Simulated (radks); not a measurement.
Q: All-electron atom: Ba2+ in [Kr] 4d9.75 5s2 5p6 5d0.25 (fractional occupations, a model configuration). Calculated with a radial shooting solver on a logarithmic mesh with Libxc functionals: scalar-relativistic Kohn-Sham, LDA (Slater exchange, Perdew-Wang correlation), spin-unpolarised, spherical densities, finite nucleus; Fermi nuclear charge, rms radius 4.8378 fm. Some entries of the table are withheld. Estimate them.

orbital,occ.,eigenvalue (eV),<r> (bohr)
1s,2,-37233.40,0.02560
2s,2,(1),0.1098
2p,6,-5295.626,0.09622
3s,2,-1257.705,0.2924
3p,6,-1063.822,(2)
3d,10,-781.3578,0.2667
4s,2,-258.8293,(3)
4p,6,-196.1082,0.7146
4d,9.75,-104.9338,(4)
5s,2,-47.3675,1.615
5p,6,(5),1.872
5d,0.25,-13.5135,2.738

A: 
(1) 2s eigenvalue (eV): -5900.171
(2) 3p <r> (bohr): 0.2902
(3) 4s <r> (bohr): 0.6734
(4) 4d <r> (bohr): 0.7975
(5) 5p eigenvalue (eV): -31.9748
